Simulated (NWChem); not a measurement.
Molecule: C₃H₄BNO; SMILES OB1C=CN=C1

```xyz
10

O      0.0259    -2.1444     0.0000
B      0.0294    -0.7933     0.0000
C      1.2609     0.1667     0.0000
C      0.7133     1.3930     0.0000
N     -0.7565     1.4580     0.0000
C     -1.2056     0.2522     0.0000
H     -0.8680    -2.5192     0.0000
H      2.3280    -0.0211     0.0000
H      1.2188     2.3549     0.0000
H     -2.2884     0.1043     0.0000
```
Atoms are numbered in this order, from 1.

Program: NWChem. Pople sets run with spherical d functions. All runs use the structure optimised with B3LYP/6-31G* (spherical d). Vzz is the largest principal value of the second derivative of the potential at the nucleus (NWChem prints the opposite sign); η is the asymmetry. Non-relativistic.

```
level                 Vzz O1 (a.u.)  η O1  Vzz B2 (a.u.)  η B2  Vzz N5 (a.u.)  η N5  relative time
--------------------  -------------  ----  -------------  ----  -------------  ----  -------------
PBE0/def2-SVP                 1.198  0.12          0.383  0.24         -1.060  0.44              2
PBE0/cc-pVTZ                  1.159  0.15          0.415  0.20         -1.104  0.48              8
Hartree-Fock/cc-pVTZ          1.286  0.02          0.455  0.18         -1.208  0.50              6
Hartree-Fock/6-31G*           1.298  0.11          0.424  0.22         -1.123  0.47              1
```

Relative times are rough (shared machine, one core).
